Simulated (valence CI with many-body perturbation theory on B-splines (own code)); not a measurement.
**Pt6+: electric-dipole lines**

Computed by relativistic CI+MBPT: four valence electrons over a frozen Dirac-Fock core [Xe] 4f14, a basis of 7 s, 7 p, 8 d, 6 f, 4 g, 1 h functions for each j, with the one-electron correlation potential Σ1, the two-electron term Σ2, the three-electron term Σ3, Breit, model QED; selected CI, second order for the rest, scaled by the run's own slope (own B-spline code, finite nucleus).

No measured levels were compared; by estimate terms of the open shell hold to 2 to 4 % of their energy, and close levels can change places; different configurations can be misplaced against each other by 1,000 to 8,000 cm⁻¹. The list stops below the first excitations out of the core.

Lines 1 to 50 of 600 in falling wavelength, among levels below 38.741 eV, chosen from the strongest by gf and those to the six lowest levels. Wavelengths and rates use the calculated energies, so an error of 2000 cm⁻¹ moves a line at 136.7 nm by 2.7 % and its rate by three times that or more. Electric multipoles are in the length gauge, E1 and E2 with the static RPA response of the core. Weak lines are less certain than strong ones. Lines between different terms over intervals too small for the method are left out, as are lines whose strength nearly cancels. Where a level lies close to another of its J and parity, the split of strength between their lines is uncertain. The highest levels of a list are the least certain.

Levels are named by their leading jj configuration (3d3/2^4 stands for four electrons in 3d with j = 3/2), which in mixed levels can hold well under half, so a name can repeat and another be missing. Letters in brackets count levels of one name in rising energy.

| λ vac (nm) | Upper | Lower | A (s⁻¹) | log gf | Branch % |
| --- | --- | --- | --- | --- | --- |
| 136.7 | (5d3/2^2 5d5/2 6p1/2) J=2 [a] | (5d3/2^2 5d5/2 6s) J=3 [b] | 9.16e+07 | -0.89 | 1.5 |
| 136.4 | (5d3/2^2 5d5/2 6p1/2) J=5 | (5d3/2 5d5/2^2 6s) J=5 [a] | 4.17e+07 | -0.89 | 1.3 |
| 132.6 | (5d3/2^2 5d5/2 6p1/2) J=3 [a] | (5d3/2^2 5d5/2 6s) J=2 [b] | 7.60e+07 | -0.85 | 3.1 |
| 132.4 | (5d3/2 5d5/2^2 6p1/2) J=3 [a] | (5d3/2 5d5/2^2 6s) J=2 [b] | 1.35e+08 | -0.61 | 1.4 |
| 131.8 | (5d3/2 5d5/2^2 6p3/2) J=2 [d] | (5d5/2^3 6s) J=2 [b] | 1.64e+08 | -0.67 | 1.3 |
| 131.6 | (5d3/2 5d5/2^2 6p3/2) J=3 [e] | (5d5/2^3 6s) J=2 [b] | 7.72e+07 | -0.85 | 0.5 |
| 131.6 | (5d3/2 5d5/2^2 6p1/2) J=2 [a] | (5d3/2 5d5/2^2 6s) J=2 [b] | 1.35e+08 | -0.76 | 1.1 |
| 130.7 | (5d3/2 5d5/2^2 6p1/2) J=6 | (5d5/2^3 6s) J=5 | 6.39e+07 | -0.67 | 1.2 |
| 128.9 | (5d3/2^2 5d5/2 6p3/2) J=4 [c] | (5d3/2 5d5/2^2 6s) J=3 [e] | 6.97e+07 | -0.81 | 0.7 |
| 128.2 | (5d3/2 5d5/2^2 6p1/2) J=3 [b] | (5d3/2 5d5/2^2 6s) J=2 [b] | 1.24e+08 | -0.67 | 0.9 |
| 128.2 | (5d3/2^2 5d5/2 6p1/2) J=2 [b] | (5d3/2^2 5d5/2 6s) J=1 [b] | 1.81e+08 | -0.65 | 2.6 |
| 127.1 | (5d3/2^2 5d5/2 6p1/2) J=4 [a] | (5d3/2^2 5d5/2 6s) J=3 [b] | 3.07e+08 | -0.17 | 9.8 |
| 126.3 | (5d3/2 5d5/2^2 6p1/2) J=4 [c] | (5d3/2 5d5/2^2 6s) J=3 [e] | 2.10e+08 | -0.34 | 1.4 |
| 125.1 | (5d3/2 5d5/2^2 6p1/2) J=2 [b] | (5d3/2 5d5/2^2 6s) J=1 [b] | 3.04e+08 | -0.45 | 6.4 |
| 125.1 | (5d3/2^2 5d5/2 6p1/2) J=5 | (5d3/2^2 5d5/2 6s) J=4 [b] | 3.71e+08 | -0.02 | 11.2 |
| 124.6 | (5d3/2^2 5d5/2 6p1/2) J=3 [a] | (5d3/2^2 5d5/2 6s) J=2 [a] | 1.90e+08 | -0.51 | 7.9 |
| 124.2 | (5d3/2^2 5d5/2 6p3/2) J=3 [e] | (5d3/2 5d5/2^2 6s) J=3 [e] | 1.42e+08 | -0.64 | 1.1 |
| 123.8 | (5d3/2^2 5d5/2 6p3/2) J=3 [c] | (5d3/2 5d5/2^2 6s) J=2 [c] | 2.27e+08 | -0.44 | 2.4 |
| 122.7 | (5d3/2 5d5/2^2 6p1/2) J=5 [a] | (5d3/2 5d5/2^2 6s) J=4 [b] | 3.56e+08 | -0.05 | 7.4 |
| 122.6 | (5d5/2^3 6p1/2) J=2 [a] | (5d5/2^3 6s) J=1 | 3.38e+08 | -0.42 | 3.5 |
| 122.3 | (5d3/2^2 5d5/2 6p1/2) J=2 [a] | (5d3/2^2 5d5/2 6s) J=2 [a] | 1.94e+08 | -0.66 | 3.2 |
| 122.3 | (5d3/2^2 5d5/2 6p3/2) J=2 [c] | (5d3/2^2 5d5/2 6s) J=2 [c] | 1.56e+08 | -0.76 | 1.7 |
| 122.1 | (5d3/2^2 5d5/2 6p1/2) J=3 [b] | (5d3/2^2 5d5/2 6s) J=3 [b] | 2.25e+08 | -0.45 | 2.3 |
| 122.0 | (5d3/2^3 6p3/2) J=3 | (5d3/2 5d5/2^2 6s) J=3 [b] | 1.05e+08 | -0.79 | 1.1 |
| 121.7 | (5d3/2 5d5/2^2 6p3/2) J=3 [e] | (5d5/2^3 6s) J=3 | 1.81e+08 | -0.55 | 1.1 |
| 121.7 | (5d3/2 5d5/2^2 6p1/2) J=4 [c] | (5d5/2^3 6s) J=4 | 7.22e+07 | -0.84 | 0.5 |
| 121.4 | (5d3/2 5d5/2^2 6p1/2) J=4 [a] | (5d3/2 5d5/2^2 6s) J=3 [b] | 3.04e+08 | -0.22 | 6.9 |
| 121.2 | (5d5/2^3 6p1/2) J=4 | (5d5/2^3 6s) J=4 | 1.35e+08 | -0.57 | 1.1 |
| 121.0 | (5d3/2 5d5/2^2 6p1/2) J=6 | (5d3/2 5d5/2^2 6s) J=5 [b] | 2.83e+08 | -0.09 | 5.1 |
| 120.6 | (5d3/2 5d5/2^2 6p1/2) J=3 [d] | (5d3/2 5d5/2^2 6s) J=3 [e] | 8.76e+07 | -0.87 | 0.5 |
| 120.4 | (5d3/2^2 5d5/2 6p3/2) J=5 | (5d5/2^3 6s) J=4 | 5.38e+07 | -0.89 | 0.3 |
| 120.4 | (5d5/2^3 6p1/2) J=2 [b] | (5d5/2^3 6s) J=3 | 4.20e+08 | -0.34 | 3.1 |
| 120.2 | (5d3/2^3 6p3/2) J=3 | (5d3/2 5d5/2^2 6s) J=4 [a] | 1.69e+08 | -0.59 | 1.8 |
| 120.2 | (5d3/2 5d5/2^2 6p1/2) J=5 [b] | (5d3/2 5d5/2^2 6s) J=5 [b] | 2.14e+08 | -0.29 | 3.8 |
| 120.1 | (5d3/2 5d5/2^2 6p1/2) J=4 [b] | (5d3/2 5d5/2^2 6s) J=4 [b] | 2.27e+08 | -0.36 | 2.1 |
| 119.9 | (5d3/2^3 6p1/2) J=2 | (5d3/2^3 6s) J=2 | 3.96e+08 | -0.37 | 26.9 |
| 119.7 | (5d3/2 5d5/2^2 6p1/2) J=4 [a] | (5d3/2 5d5/2^2 6s) J=4 [a] | 2.65e+08 | -0.29 | 6.0 |
| 119.1 | (5d5/2^3 6p1/2) J=5 | (5d5/2^3 6s) J=4 | 3.18e+08 | -0.13 | 3.9 |
| 119.0 | (5d3/2^2 5d5/2 6p1/2) J=1 [a] | (5d3/2^2 5d5/2 6s) J=2 [b] | 5.35e+08 | -0.47 | 8.1 |
| 118.9 | (5d5/2^3 6p1/2) J=1 | (5d5/2^3 6s) J=1 | 2.01e+08 | -0.89 | 1.5 |
| 118.7 | (5d3/2^2 5d5/2 6p3/2) J=3 [d] | (5d3/2^2 5d5/2 6s) J=2 [c] | 1.99e+08 | -0.53 | 1.1 |
| 118.6 | (5d3/2 5d5/2^2 6p1/2) J=4 [a] | (5d3/2 5d5/2^2 6s) J=5 [a] | 1.23e+08 | -0.63 | 2.8 |
| 118.4 | (5d3/2^2 5d5/2 6p1/2) J=4 [b] | (5d3/2^2 5d5/2 6s) J=4 [b] | 3.15e+08 | -0.22 | 2.6 |
| 118.3 | (5d3/2^2 5d5/2 6p3/2) J=3 [d] | (5d3/2 5d5/2^2 6s) J=3 [d] | 1.95e+08 | -0.54 | 1.1 |
| 118.0 | (5d3/2^2 5d5/2 6p3/2) J=2 [b] | (5d3/2 5d5/2^2 6s) J=3 [c] | 1.25e+08 | -0.89 | 1.2 |
| 117.9 | (5d5/2^3 6p1/2) J=2 [a] | (5d5/2^3 6s) J=2 [a] | 2.82e+08 | -0.53 | 2.9 |
| 117.9 | (5d5/2^3 6p1/2) J=2 [b] | (5d3/2 5d5/2^2 6s) J=2 [d] | 2.52e+08 | -0.58 | 1.8 |
| 117.8 | (5d3/2 5d5/2^2 6p3/2) J=2 [d] | (5d3/2 5d5/2^2 6s) J=1 [c] | 1.92e+08 | -0.70 | 1.5 |
| 117.6 | (5d3/2 5d5/2^2 6p1/2) J=2 [c] | (5d3/2 5d5/2^2 6s) J=3 [d] | 3.30e+08 | -0.47 | 2.5 |
| 117.5 | (5d3/2 5d5/2^2 6p1/2) J=3 [c] | (5d3/2 5d5/2^2 6s) J=4 [c] | 2.70e+08 | -0.41 | 2.5 |
